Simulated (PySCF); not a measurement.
Mapped SMILES: `[N:1]#[C:2][c:3]1[cH:4][cH:5][c:6]([C:7]#[N:8])[c:9]([C:10]#[N:11])[cH:12]1`; H(Xn) means a hydrogen on atom n.

[PySCF 2.14.0 with density-fitted response routines: geometry: PBE0-D3(BJ)/def2-SVP; shieldings: GIAO KT2/pcSseg-2; a single conformation; relativity neglected; isolated molecule]

δ = σ(ref) − σ, references computed at the same level: 13C (σ = 182.28 ppm) and 1H (σ = 31.18 ppm) vs TMS; 15N (σ = 260.12 ppm) vs NH3.

```csv
atoms,nucleus,count,δ (ppm)
N8,15N,1,?
H(C12),1H,1,7.81
C3,13C,1,115.9
N1,15N,1,307.5
C10,13C,1,?
C12,13C,1,137.2
H(C4),1H,1,?
C7,13C,1,114.0
H(C5),1H,1,?
C6,13C,1,118.6
C9,13C,1,117.8
C4,13C,1,133.8
C5,13C,1,?
C2,13C,1,115.0
N11,15N,1,313.4
```

Problem. Complete the table.

Solution. 
- C5: 133.6 ppm, aromatic CH; the aromatic region
- C10: 113.1 ppm, nitrile carbon; this is the usual window of a C≡N carbon, which has no attached hydrogen
- H(C5): 7.62 ppm, hydrogen on an aromatic CH; aromatic region
- H(C4): 7.62 ppm, hydrogen on an aromatic CH; aromatic region
- N8: 317.0 ppm, nitrile nitrogen

Shifts are as computed. Against solution values, carbons near 30 ppm lie about +3 ppm off and those near 130 ppm about -1 ppm. Of 1211 compounds with measured shifts, 218 miss one by over three times the rms of a fit or turn the order of signals round; such compounds aren't used in these exercises. Experimental scales use liquid or dissolved standards, which lie at an offset from isolated NH3 (liquid NH3: subtract about 20 ppm). Unscaled 15N shifts of sp2 nitrogen come out 20 to 40 ppm too high even then.
